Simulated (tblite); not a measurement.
Isomers of C5H14OSi3. Calculated harmonic vibrations of the isolated species, GFN2-xTB (tblite), most abundant isotopes, no scaling. Errors from tens to a few hundred cm⁻¹ against measured bands are possible. Modes of hydrogen on silicon can be 10 to 20 % off. One conformer each.

Electronic energies: GFN2-xTB at the same geometries; isomer energies are rough at this level and their order can be wrong.

```csv
SMILES,"electronic energy, lowest = 0 (kcal/mol)"
O=CC([SiH3])([SiH3])[SiH2]C1CC1,96.1
CCOC1=C[SiH2]C1([SiH3])[SiH3],95.9
C[C@@H]1C[SiH2][C@H]2[SiH2]O[SiH2][C@H]21,0.0
CC(=O)[Si@@H]1C[C@@H](C[SiH3])[SiH2]1,107.5
C[C@@H]1[SiH2]C[C@H]2[SiH2]O[SiH2][C@@H]12,2.7
```

Task: How do GFN2-xTB zero-point energies change the relative energies?

Result: 
| SMILES | ZPE (kcal/mol) | of it from modes above 1550 cm⁻¹ | electronic (kcal/mol) | with ZPE, lowest = 0 (kcal/mol) | lowest mode (cm⁻¹) | rings |
| --- | --- | --- | --- | --- | --- | --- |
| C[C@@H]1C[SiH2][C@H]2[SiH2]O[SiH2][C@H]21 | 107.9 | 53.5 | 0.0 | 0.0 | 53 | 2 |
| C[C@@H]1[SiH2]C[C@H]2[SiH2]O[SiH2][C@@H]12 | 107.9 | 53.4 | 2.7 | 2.7 | 65 | 2 |
| CCOC1=C[SiH2]C1([SiH3])[SiH3] | 101.1 | 53.7 | 95.9 | 89.0 | 40 | 1 |
| O=CC([SiH3])([SiH3])[SiH2]C1CC1 | 101.2 | 54.1 | 96.1 | 89.4 | 41 | 1 |
| CC(=O)[Si@@H]1C[C@@H](C[SiH3])[SiH2]1 | 104.1 | 55.7 | 107.5 | 103.6 | 27 | 1 |

The zero-point energies span 6.8 kcal/mol, from `CCOC1=C[SiH2]C1([SiH3])[SiH3]` to `C[C@@H]1C[SiH2][C@H]2[SiH2]O[SiH2][C@H]21`. The order is unchanged.

Task: What do entropy and thermal enthalpy add at 298.15 K and 1 bar (rigid rotor, harmonic oscillator, one conformer each)?

Result: 
```json
{"SMILES": "C[C@@H]1C[SiH2][C@H]2[SiH2]O[SiH2][C@H]21", "point group": "C1", "symmetry number": "1", "S (cal/(mol K))": "103.9", "H − H(0) (kcal/mol)": "7.89", "ZPE + H − H(0) − TS (kcal/mol)": "84.9"}
{"SMILES": "C[C@@H]1[SiH2]C[C@H]2[SiH2]O[SiH2][C@@H]12", "point group": "C1", "symmetry number": "1", "S (cal/(mol K))": "103.2", "H − H(0) (kcal/mol)": "7.86", "ZPE + H − H(0) − TS (kcal/mol)": "85.0"}
{"SMILES": "CCOC1=C[SiH2]C1([SiH3])[SiH3]", "point group": "Cs", "symmetry number": "1", "S (cal/(mol K))": "117.9", "H − H(0) (kcal/mol)": "9.58", "ZPE + H − H(0) − TS (kcal/mol)": "75.5"}
{"SMILES": "O=CC([SiH3])([SiH3])[SiH2]C1CC1", "point group": "C1", "symmetry number": "1", "S (cal/(mol K))": "118.9", "H − H(0) (kcal/mol)": "9.56", "ZPE + H − H(0) − TS (kcal/mol)": "75.3"}
{"SMILES": "CC(=O)[Si@@H]1C[C@@H](C[SiH3])[SiH2]1", "point group": "C1", "symmetry number": "1", "S (cal/(mol K))": "121.6", "H − H(0) (kcal/mol)": "9.58", "ZPE + H − H(0) − TS (kcal/mol)": "77.4"}
```
